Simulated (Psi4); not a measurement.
propylene glycol (C$_{3}$H$_{8}$O$_{2}$), singlet, at a GFN2-xTB geometry; Psi4 with WB97X/STO-3G.

Here is a job for Psi4.
```
memory 2 GB

molecule mol {
0 1
C     1.833243    0.136381    0.350902
C     0.426914    0.306542   -0.212078
O    -0.281244    1.349719    0.431555
C    -0.388148   -0.992232   -0.108470
O    -1.676429   -0.822088   -0.637819
H     2.366671    1.082755    0.307578
H     1.788491   -0.193451    1.388202
H     2.381337   -0.603164   -0.225210
H     0.472132    0.613559   -1.262298
H    -0.255949    1.193853    1.383705
H     0.090005   -1.794660   -0.673389
H    -0.449458   -1.295487    0.950909
H    -1.963906    0.071405   -0.401505
}

set {
  basis sto-3g
  reference rks
}

energy('wb97x')
print_variables()
```

The log (banner, timings and long lists left out):

```
   => Loading Basis Set <=

    Name: STO-3G
    Role: ORBITAL
    Keyword: BASIS

         ---------------------------------------------------------
                                   SCF
               by Justin Turney, Rob Parrish, Andy Simmonett
                          and Daniel G. A. Smith
                              RKS Reference
         ---------------------------------------------------------

  ==> Geometry <==

    Molecular point group: c1
    Full point group: C1

    Geometry (in Angstrom), charge = 0, multiplicity = 1:

       Center              X                  Y                   Z               Mass
    ------------   -----------------  -----------------  -----------------  -----------------
         C            1.890896935868     0.124346208211     0.370039429192    12.000000000000
         C            0.484567935868     0.294507208211    -0.192940570808    12.000000000000
         O           -0.223590064132     1.337684208211     0.450692429192    15.994914619570
         C           -0.330494064132    -1.004266791789    -0.089332570808    12.000000000000
         O           -1.618775064132    -0.834122791789    -0.618681570808    15.994914619570
         H            2.424324935868     1.070720208211     0.326715429192     1.007825032230
         H            1.846144935868    -0.205485791789     1.407339429192     1.007825032230
         H            2.438990935868    -0.615198791789    -0.206072570808     1.007825032230
         H            0.529785935868     0.601524208211    -1.243160570808     1.007825032230
         H           -0.198295064132     1.181818208211     1.402842429192     1.007825032230
         H            0.147658935868    -1.806694791789    -0.654251570808     1.007825032230
         H           -0.391804064132    -1.307521791789     0.970046429192     1.007825032230
         H           -1.906252064132     0.059370208211    -0.382367570808     1.007825032230

  Running in c1 symmetry.

  Rotational constants: A =      0.27967  B =      0.12205  C =      0.09336 [cm^-1]
  Rotational constants: A =   8384.29770  B =   3658.85553  C =   2798.96140 [MHz]
  Nuclear repulsion =  195.328222150209456

  Charge       = 0
  Multiplicity = 1
  Electrons    = 42
  Nalpha       = 21
  Nbeta        = 21

  ==> Algorithm <==

  SCF Algorithm Type is DF.
  DIIS enabled.
  MOM disabled.
  Fractional occupation disabled.
  Guess Type is SAD.
  Energy threshold   = 1.00e-06
  Density threshold  = 1.00e-06
[...]
   @DF-RKS iter   3:  -265.99926685102156   -2.22921e-02   5.75872e-04 ADIIS/DIIS
   @DF-RKS iter   4:  -265.99956999334256   -3.03142e-04   8.18191e-05 DIIS
   @DF-RKS iter   5:  -265.99957729301906   -7.29968e-06   2.26097e-05 DIIS
   @DF-RKS iter   6:  -265.99957797011831   -6.77099e-07   5.35161e-06 DIIS
   @DF-RKS iter   7:  -265.99957800169801   -3.15797e-08   1.32576e-06 DIIS
   @DF-RKS iter   8:  -265.99957800329616   -1.59815e-09   1.66154e-07 DIIS
  Energy and wave function converged.

  ==> Post-Iterations <==

   Electrons on quadrature grid:
      Ntotal   =   41.9999627066 ; deviation = -3.729e-05

    Orbital Energies [Eh]
    ---------------------

    Doubly Occupied:

[...]
    Virtual:

[...]
    Final Occupation by Irrep:
              A
    DOCC [    21 ]
    NA   [    21 ]
    NB   [    21 ]

  @DF-RKS Final Energy:  -265.99957800329616

   => Energetics <=

    Nuclear Repulsion Energy =            195.3282221502094558
    One-Electron Energy =                -751.0520752319397388
    Two-Electron Energy =                 315.2157352389218090
    DFT Exchange-Correlation Energy =     -25.4914601604876232
    Empirical Dispersion Energy =           0.0000000000000000
    VV10 Nonlocal Energy =                  0.0000000000000000
    Total Energy =                       -265.9995780032961648

Computation Completed

Properties will be evaluated at   0.000000,   0.000000,   0.000000 [a0]

Properties computed using the SCF density matrix

 Multipole Moments:

 ------------------------------------------------------------------------------------
     Multipole            Electronic (a.u.)      Nuclear  (a.u.)        Total (a.u.)
 ------------------------------------------------------------------------------------

 L = 1.  Multiply by 2.5417464519 to convert [e a0] to [Debye]
 Dipole X            :         -4.0575462            4.5758930            0.5183469
 Dipole Y            :          1.0379004           -0.9551758            0.0827246
 Dipole Z            :         -0.9630178            1.5189166            0.5558988
 Magnitude           :                                                    0.7645589

 ------------------------------------------------------------------------------------

  Variable Map:
  ----------------------------------------------------------------------------
[...]
  Array Variable Map:
  ----------------------------------------------------------------------------
[...]
[...]
```
